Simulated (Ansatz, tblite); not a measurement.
Cost and result up the ladder for the cluster Zn₂Cu (3 atoms). Total charge 0; doublet. Geometry: PBE-D4/def2-TZVP.

```xyz
3

Cu    0.000    0.000   -0.002
Zn   -0.188    2.435    0.400
Zn    0.188   -2.435   -0.399
```

Ansatz on 4 threads of Arm Neoverse V1 on a shared host; xTB runs through tblite on one thread. Times are rough, summed over both states, and most runs start from the orbitals of an earlier one. PBE0-D4/def2-TZVP serves as the yardstick here, not as an exact answer. The other state is a singlet.

The xTB rows come from tblite. The structure comes from a short search, and lower isomers may exist.

Raw xTB energies of ions are shifted by several eV, and xTB has no spin-polarisation term.

```csv
level,functions,wall time
GFN2-xTB,17,0.003 s
GFN1-xTB,17,0.004 s
PBE-D4/def2-TZVP (with forces),141,4.1 s
PBE0-D4/def2-TZVP,141,7.2 s
r2SCAN-D4/def2-TZVP,141,9.5 s
```

Problem. Estimate what each level gives for the vertical IE (eV).

Solution. 
```
                         level  vertical IE (eV)  difference from PBE0-D4/def2-TZVP (eV)
                      GFN2-xTB              8.51                                    2.75
                      GFN1-xTB             11.24                                    5.47
PBE-D4/def2-TZVP (with forces)              6.03                                    0.26
             PBE0-D4/def2-TZVP              5.77                                    0.00
           r2SCAN-D4/def2-TZVP              6.07                                    0.31
```
